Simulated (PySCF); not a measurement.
C₇H₁₀Si (charge -1 and doublet state).
SMILES with atom numbers: `[CH3:1]/[C-:2]=[C:3]/[Si@@:4]1([CH3:5])[CH:6]=[CH:7][CH2:8]1` (hydrogens: H9, H10, H11 on C1; H12, H13, H14 on C5; H15 on C6; H16 on C7; H17, H18 on C8)

Structure used (GFN2-xTB), in Å, numbered top down from 1:
```
atom  x, y, z in Å
C1     3.746    0.049    0.243
C2     2.307    0.128    0.029
C3     1.093    0.306    0.018
Si4   -0.632    0.104   -0.658
C5    -1.130    1.909   -1.072
C6    -1.878   -1.055   -1.528
C7    -2.301   -1.639   -0.384
C8    -1.606   -0.889    0.710
H9     4.150   -0.897   -0.138
H10    4.255    0.866   -0.278
H11    4.004    0.115    1.309
H12   -1.918    2.276   -0.417
H13   -1.491    1.992   -2.093
H14   -0.277    2.574   -0.967
H15   -2.092   -1.450   -2.526
H16   -2.991   -2.469   -0.243
H17   -2.286   -0.377    1.403
H18   -0.962   -1.536    1.314
```

The hyperfine couplings belong to this conformer and change with its torsions.

Theory: UKS B3LYP, pcH-1 on C H Si, non-relativistic, mean-field spin-orbit, GIAO (PySCF 2.14.0). Whether the extra electron is bound in the gas phase wasn't checked; a finite basis holds it in any case. The geometry wasn't refined by DFT: couplings that depend on bond lengths, twists or pyramidal angles can differ widely from those at the functional's own minimum, by a factor of two or more for some ions and for spin on atoms past the first row. The SCF solution wasn't tested for stability.

Task: Match the computed a_iso(13C) values +134.8, +88.0, +25.4, +17.1, -14.4, -9.3, +5.1 MHz with the sites C1; C2; C3; C5; C6; C7; C8.

Result: 
```json
{"site": "C1", "a_iso (MHz)": "-14.4", "ρ(0) (bohr⁻³)": "-0.0129", "position": "3 bonds from Si4", "distance from Si4 (Å)": "4.47", "spin population": "-0.03", "largest |T| (MHz)": "1.1"}
{"site": "C2", "a_iso (MHz)": "+25.4", "ρ(0) (bohr⁻³)": "+0.0227", "position": "2 bonds from Si4", "distance from Si4 (Å)": "3.02", "spin population": "+0.28", "largest |T| (MHz)": "48.6"}
{"site": "C3", "a_iso (MHz)": "+88.0", "ρ(0) (bohr⁻³)": "+0.0783", "position": "1 bond from Si4", "distance from Si4 (Å)": "1.86", "spin population": "-0.01", "largest |T| (MHz)": "17.6"}
{"site": "C5", "a_iso (MHz)": "-9.3", "ρ(0) (bohr⁻³)": "-0.0083", "position": "1 bond from Si4", "distance from Si4 (Å)": "1.92", "spin population": "-0.02", "largest |T| (MHz)": "0.6"}
{"site": "C6", "a_iso (MHz)": "+134.8", "ρ(0) (bohr⁻³)": "+0.1199", "position": "1 bond from Si4", "distance from Si4 (Å)": "1.91", "spin population": "+0.02", "largest |T| (MHz)": "22.5"}
{"site": "C7", "a_iso (MHz)": "+17.1", "ρ(0) (bohr⁻³)": "+0.0152", "position": "2 bonds from Si4", "distance from Si4 (Å)": "2.43", "spin population": "+0.21", "largest |T| (MHz)": "34.5"}
{"site": "C8", "a_iso (MHz)": "+5.1", "ρ(0) (bohr⁻³)": "+0.0045", "position": "1 bond from Si4", "distance from Si4 (Å)": "1.95", "spin population": "-0.02", "largest |T| (MHz)": "1.4"}
```

ρ(0) is the spin density at the nucleus and T the dipolar tensor; a_iso includes a spin–orbit part; entries for several nuclei are means. The largest Mulliken spin populations are on Si4 (+0.50), C2 (+0.28) and C7 (+0.21). Three atoms exceed +0.15.

Nuclei that the bonding pattern makes equivalent are averaged, as if the motion that swaps them (rotation, inversion, ring flip) were fast. The three 1H nuclei of mean +27.0 MHz run from 2.1 to 40.4 MHz in the frozen geometry. The three 1H nuclei of mean +10.5 MHz run from 2.6 to 20.1 MHz in the frozen geometry.

The SMILES `C/[C-]=[C]/[Si@@]1(C)C=CC1` draws the unpaired electron on C3, whose computed spin population is only -0.01.
